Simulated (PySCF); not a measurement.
FH3O2SSi, SMILES [Si](O)(S)(F)O. Atoms are numbered in the order given.

```xyz
8

O      0.1292    -0.2293     1.8078
Si     0.1397    -0.2845     0.1591
O      1.6818    -0.6223    -0.2911
F     -0.8742    -1.4478    -0.3523
S     -0.5401     1.5075    -0.7635
H     -0.6974     0.0332     2.2364
H      2.1884    -1.1694     0.3273
H     -1.4257     0.8412    -1.5375
```

Coordinates come from a TPSSh-D3(BJ)/def2-SVP optimisation. One conformer was computed; it need not be the lowest.

Two levels are set side by side: PBE/pcSseg-1 (PySCF) and B3LYP/pcSseg-1 (PySCF). GIAO shifts against CFCl3 (¹⁹F), H2O (¹⁷O), H2S (³³S), TMS (²⁹Si), TMS (¹H) at the same level; non-relativistic, no solvent, atoms listed together averaged. Differences are taken from unrounded values.

```tsv
quantity	B3LYP
δ(²⁹Si) of Si2 (ppm)	-37.1
δ(¹⁹F) of F4 (ppm)	-118.6
δ(³³S) of S5 (ppm)	-8.5
δ(¹H) of H8 (ppm)	1.15
```

Question: What does PBE give, and how far is it from B3LYP? (Estimate from the structure and the level; the computed values follow.)

Answer: 
```
quantity                 PBE  PBE minus B3LYP
--------------------  ------  ---------------
δ(²⁹Si) of Si2 (ppm)   -32.4              4.7
δ(¹⁹F) of F4 (ppm)    -127.1             -8.5
δ(³³S) of S5 (ppm)       2.6             11.0
δ(¹H) of H8 (ppm)       1.21             0.06
```

Rough cost on one machine, each run with all the roots and properties that it gave: B3LYP against PBE within a factor of 2.
